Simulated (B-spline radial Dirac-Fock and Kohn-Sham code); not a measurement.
# Magnetic form factor of the 4d shell of Pd³⁺

System: Pd³⁺ in the configuration [Kr] 4d7.

Input of the calculation (task.json; shells as n, l, electrons):

```json
{"items": [{
  "Z": 46,
  "q": 3,
  "cfg": [[1, 0, 2], [2, 0, 2], [2, 1, 6], [3, 0, 2], [3, 1, 6], [3, 2, 10], [4, 0, 2], [4, 1, 6], [4, 2, 7]],
  "A": 106,
  "rrms": 4.5318,
  "do": ["scatter"],
  "s": [0.0, 0.08, 0.1, 0.11, 0.14, 0.17, 0.2, 0.24, 0.29, 0.35, 0.42, 0.5, 0.61, 0.73, 0.88, 1.06, 1.27, 1.53, 1.84, 2.22, 2.67, 3.21, 3.87],
  "pz": [0, 0.1, 0.2, 0.3, 0.4, 0.5, 0.6, 0.8, 1.0, 1.2, 1.4, 1.6, 1.8, 2.0, 2.5, 3.0, 4.0, 5.0, 7.0, 10.0, 15.0, 20.0, 30.0, 40.0, 60.0, 100.0],
  "hv_scatter": [2000, 5000, 8047.8, 10000, 17479.3, 50000, 100000, 200000]
}]}
```

Run with: `python xray_run.py task.json out`

Model: Dirac-Fock densities. Program: a radial atomic solver. ⟨j_K⟩ is the integral of the 4d radial density with the spherical Bessel function j_K(4πsr), s = sin θ/λ.

| s (Å⁻¹) | ⟨j0⟩ | ⟨j2⟩ | ⟨j4⟩ |
| --- | --- | --- | --- |
| 0 | 1.0000 | 0.0000 | 0.0000 |
| 0.08 | 0.9109 | 0.0349 | 0.0005 |
| 0.1 | 0.8645 | 0.0524 | 0.0013 |
| 0.11 | 0.8385 | 0.0621 | 0.0018 |
| 0.14 | 0.7522 | 0.0929 | 0.0044 |
| 0.17 | 0.6576 | 0.1245 | 0.0087 |
| 0.2 | 0.5602 | 0.1541 | 0.0149 |
| 0.24 | 0.4339 | 0.1870 | 0.0260 |
| 0.29 | 0.2931 | 0.2135 | 0.0434 |
| 0.35 | 0.1603 | 0.2223 | 0.0661 |
| 0.42 | 0.0576 | 0.2066 | 0.0897 |
| 0.5 | -0.0031 | 0.1683 | 0.1074 |
| 0.61 | -0.0245 | 0.1071 | 0.1126 |
| 0.73 | -0.0124 | 0.0524 | 0.0993 |
| 0.88 | 0.0107 | 0.0123 | 0.0706 |
| 1.06 | 0.0258 | -0.0041 | 0.0376 |
| 1.27 | 0.0264 | -0.0023 | 0.0125 |
| 1.53 | 0.0170 | 0.0060 | 0.0000 |

Radial moments of the shell: ⟨r²⟩ = 1.983, ⟨r⁴⟩ = 6.891, ⟨r⁶⟩ = 38.60 in powers of bohr.
